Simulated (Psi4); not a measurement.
CsF (SMILES [F][Cs]), singlet, at a GFN2-xTB geometry (such geometries of metal compounds can be far from the true shape) (core potentials on Cs); REVPBE/def2-TZVP (Psi4 1.11).

The Psi4 input:
```
memory 2 GB

molecule {
0 1
  Cs   -0.00000000   -0.00000000   -0.32413647
  F     0.00000000    0.00000000    1.98083399
}

set basis def2-tzvp
set scf_type pk
set puream true
set d_convergence 1e-8
set dft_radial_points 99
set dft_spherical_points 590

energy('revpbe')
print_variables()
```

Q: Predict the main parts of the log of this Psi4 run.

A: 
```
   => Loading Basis Set <=

    Name: DEF2-TZVP
    Role: ORBITAL
    Keyword: BASIS

    !!!  WARNING: ECP capability is in beta. Please check occupations closely.  !!!

         ---------------------------------------------------------
                                   SCF
               by Justin Turney, Rob Parrish, Andy Simmonett
                          and Daniel G. A. Smith
                              RKS Reference
         ---------------------------------------------------------

  ==> Geometry <==

    Molecular point group: c2v
    Full point group: C_inf_v

    Geometry (in Angstrom), charge = 0, multiplicity = 1:

       Center              X                  Y                   Z               Mass
    ------------   -----------------  -----------------  -----------------  -----------------
         CS           0.000000000000     0.000000000000    -0.288279438607   132.905451961000
         F            0.000000000000     0.000000000000     2.016691021393    18.998403162730

  Running in c2v symmetry.

  Rotational constants: A = ************  B =      0.19089  C =      0.19089 [cm^-1]
  Rotational constants: A = ************  B =   5722.62610  C =   5722.62610 [MHz]
  Nuclear repulsion =   18.596053532187131

  Charge       = 0
  Multiplicity = 1
  Electrons    = 18
  Nalpha       = 9
  Nbeta        = 9

  ==> Algorithm <==

  SCF Algorithm Type is PK.
  DIIS enabled.
  MOM disabled.
  Fractional occupation disabled.
  Guess Type is SAD.
  Energy threshold   = 1.00e-06
  Density threshold  = 1.00e-08
  Integral threshold = 1.00e-12

  ==> Primary Basis <==

  Basis Set: DEF2-TZVP
    Blend: DEF2-TZVP
    Number of shells: 22
    Number of basis functions: 60
    Number of Cartesian functions: 68
    Spherical Harmonics?: true
    Max angular momentum: 3

  Core potential: DEF2-TZVP
    Number of shells: 4
    Number of ECP primitives: 10
    Number of ECP core electrons: 46
    Max angular momentum: 3

  ==> DFT Potential <==

   => LibXC <=

    Version 7.1.2
    S. Lehtola, C. Steigemann, M. J. T. Oliveira, and M. A. L. Marques,  SoftwareX 7, 1–5 (2018) (10.1016/j.softx.2017.11.002)

   => Composite Functional: REVPBE <=

    revPBE GGA Exchange-Correlation Functional

    Y. Zhang and W. Yang, Phys. Rev. Lett. 80, 890, 1998

    Deriv               =              1
    GGA                 =           TRUE
    Meta                =          FALSE

    Exchange Hybrid     =          FALSE
    MP2 Hybrid          =          FALSE

   => Exchange Functionals <=

    1.0000   XC_GGA_X_PBE_R

   => Correlation Functionals <=

    1.0000     XC_GGA_C_PBE

   => LibXC Density Thresholds  <==

    XC_GGA_C_PBE:  1.00E-12
    XC_GGA_X_PBE_R:  1.00E-15

   => Molecular Quadrature <=

    Radial Scheme          =       TREUTLER
    Pruning Scheme         =           NONE
    Nuclear Scheme         =       TREUTLER

    Blocking Scheme        =         OCTREE
    BS radius alpha        =              1
    Pruning alpha          =              1
    Radial Points          =             99
    Spherical Points       =            590
    Total Points           =         111186
    Total Blocks           =            969
    Max Points             =            256
    Max Functions          =             60
    Weights Tolerance      =       1.00E-15

  ==> Integral Setup <==

  Using in-core PK algorithm.
   Calculation information:
      Number of atoms:                   2
      Number of AO shells:              22
      Number of primitives:             36
      Number of atomic orbitals:        68
      Number of basis functions:        60

      Integral cutoff                 1.00e-12
      Number of threads:                 1

  Performing in-core PK
  Using 3350730 doubles for integral storage.
  We computed 31618 shell quartets total.
  Whereas there are 32131 unique shell quartets.

  ==> DiskJK: Disk-Based J/K Matrices <==

    J tasked:                  Yes
    K tasked:                   No
    wK tasked:                  No
    Schwarz Cutoff:          1E-12

  Minimum eigenvalue in the overlap matrix is 1.6469654307E-02.
  Reciprocal condition number of the overlap matrix is 4.6824002050E-03.
    Using symmetric orthogonalization.

  ==> Pre-Iterations <==

  SCF Guess: Superposition of Atomic Densities via on-the-fly atomic UHF (no occupation information).

   -------------------------
    Irrep   Nso     Nmo
   -------------------------
     A1        28      28
     A2         6       6
     B1        13      13
     B2        13      13
   -------------------------
    Total      60      60
   -------------------------

  ==> Iterations <==

                        Total Energy        Delta E     RMS |[F,P]|

   @RKS iter SAD:  -119.44029265994604   -1.19440e+02   0.00000e+00
   @RKS iter   1:  -119.90375948979398   -4.63467e-01   2.08039e-02 DIIS/ADIIS
   @RKS iter   2:  -107.77676543344373    1.21270e+01   6.76212e-02 DIIS/ADIIS
   @RKS iter   3:  -120.05339437856580   -1.22766e+01   1.16590e-02 DIIS/ADIIS
   @RKS iter   4:  -120.09134010916820   -3.79457e-02   1.38695e-03 DIIS/ADIIS
   @RKS iter   5:  -120.09157893436281   -2.38825e-04   1.59530e-03 DIIS/ADIIS
   @RKS iter   6:  -120.09262473278773   -1.04580e-03   1.91160e-04 DIIS/ADIIS
   @RKS iter   7:  -120.09264128974533   -1.65570e-05   2.92075e-05 DIIS
   @RKS iter   8:  -120.09264182147726   -5.31732e-07   2.40973e-07 DIIS
   @RKS iter   9:  -120.09264182149907   -2.18137e-11   1.21972e-07 DIIS
   @RKS iter  10:  -120.09264182150537   -6.29541e-12   5.37100e-09 DIIS
  Energy and wave function converged.

  ==> Post-Iterations <==

   Electrons on quadrature grid:
      Ntotal   =   17.9999981459 ; deviation = -1.854e-06

    Orbital Energies [Eh]
    ---------------------

    Doubly Occupied:

[...]
    Virtual:

[...]
    Final Occupation by Irrep:
             A1    A2    B1    B2
    DOCC [     5,    0,    2,    2 ]
    NA   [     5,    0,    2,    2 ]
    NB   [     5,    0,    2,    2 ]

  @RKS Final Energy:  -120.09264182150537

   => Energetics <=

    Nuclear Repulsion Energy =             18.5960535321871312
    One-Electron Energy =                -211.8884654122720406
    Two-Electron Energy =                  86.9593635580765891
    DFT Exchange-Correlation Energy =     -13.7595934994970577
    Empirical Dispersion Energy =           0.0000000000000000
    VV10 Nonlocal Energy =                  0.0000000000000000
    Total Energy =                       -120.0926418215053673

Computation Completed

Properties will be evaluated at   0.000000,   0.000000,   0.000000 [a0]

Properties computed using the SCF density matrix

 Multipole Moments:

 ------------------------------------------------------------------------------------
     Multipole            Electronic (a.u.)      Nuclear  (a.u.)        Total (a.u.)
 ------------------------------------------------------------------------------------

 L = 1.  Multiply by 2.5417464519 to convert [e a0] to [Debye]
 Dipole X            :          0.0000000            0.0000000            0.0000000
 Dipole Y            :          0.0000000            0.0000000            0.0000000
 Dipole Z            :        -32.1301791           29.3960207           -2.7341584
 Magnitude           :                                                    2.7341584

 ------------------------------------------------------------------------------------

  Variable Map:
  ----------------------------------------------------------------------------
[...]
  Array Variable Map:
  ----------------------------------------------------------------------------
[...]
[...]
```
